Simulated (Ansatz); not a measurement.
Ansatz (an electronic-structure program) input:

Ansatz 0.2 input:
```yaml
crystal:
  periodic: [false, false, false]
  atoms:
    - {symbol: N, position_ang: [-0.54945818, -1.21299230, 0.57833786]}
    - {symbol: B, position_ang: [0.08710283, -0.14646975, -0.00934855]}
    - {symbol: O, position_ang: [1.25822589, 0.07138348, -0.60581280]}
    - {symbol: O, position_ang: [-0.67238714, 1.16297053, -0.02436673]}
    - {symbol: H, position_ang: [-0.10337148, -2.11344910, 0.66779744]}
    - {symbol: H, position_ang: [-1.50191266, -1.21990897, 0.90757189]}
    - {symbol: H, position_ang: [1.86258953, -0.65720027, -0.78473721]}
    - {symbol: H, position_ang: [-1.33564697, 1.40808817, 0.64114636]}
    - {symbol: H, position_ang: [-0.19767542, 1.93093289, -0.39196466]}
basis:
  gaussian:
    orbitals: cc-pVTZ-DK
total_charge: 1
magnetization: {spin_polarized: false}
correlation: {method: ccsd_t, electrons: outside_noble_gas}
```

Q: Which total energy does the run end on?

A: -232.72640 Eh (X2C-CCSD(T)/cc-pVTZ-DK). The basis has 190 functions.

It need not be the lowest isomer of its formula.
